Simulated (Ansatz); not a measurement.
Cost and result up the ladder for Ge₇S₆ (the lowest singlet isomer of a short search) (13 atoms). The state is a singlet with charge 0. Geometry: r2SCAN-D4/def2-SVP.

```
atom    x (Å)    y (Å)    z (Å)
 Ge1  -2.5827  -0.4047  -1.8142
 Ge2  -1.6453   0.3571   1.7346
 Ge3  -0.3194   0.8920  -2.6605
 Ge4   1.0325  -2.4160  -0.1363
 Ge5   1.4146   1.1935  -0.8116
 Ge6  -1.9902  -2.5942  -0.6114
 Ge7   2.2076   1.3266   2.2229
  S8  -1.5434   1.3502  -0.6198
  S9   2.4129  -0.4864   0.3137
 S10  -0.2706  -1.6230  -2.1432
 S11   2.0285   2.9069   0.3219
 S12  -0.7703  -1.8681   1.3181
 S13   0.0260   1.3662   2.8859
```

Ansatz on 4 threads of Arm Neoverse N1 on a shared host. Times are rough, and most runs start from the orbitals of an earlier one. PBE0-D4/def2-SVP serves as the yardstick here, not as an exact answer. Differences are given only for rows in sets of like size (and for xTB, whose basis is part of the method), since another set adds its own error. Binding counts from free atoms at the same level (Ge triplet, S triplet; other spins of the atoms weren't run), without zero-point energy or a counterpoise term.

The 6-31G sets use Cartesian d functions. B3LYP takes the VWN-RPA correlation. The structure comes from a short search, and lower isomers may exist.

```
                        level  functions  binding energy per atom (eV)  difference from PBE0-D4/def2-SVP (eV)
             PBE0-D4/def2-SVP        332                          3.39                                   0.00
               B3LYP-D4/6-31G        281                          2.99                                      –
PBE-D4/def2-SVP (with forces)        332                          3.59                                   0.19
                    HF/STO-3G        180                          2.71                                      –
           r2SCAN-D4/def2-SVP        332                          3.40                                   0.00
                     HF/6-31G        281                          1.28                                      –
```

Problem. Estimate how long each takes.

Solution. HF/STO-3G 21 s; PBE-D4/def2-SVP (with forces) 26 s; HF/6-31G 43 s; B3LYP-D4/6-31G 52 s; r2SCAN-D4/def2-SVP 68 s; PBE0-D4/def2-SVP 96 s. On shared hardware such times vary by a factor of up to 3.
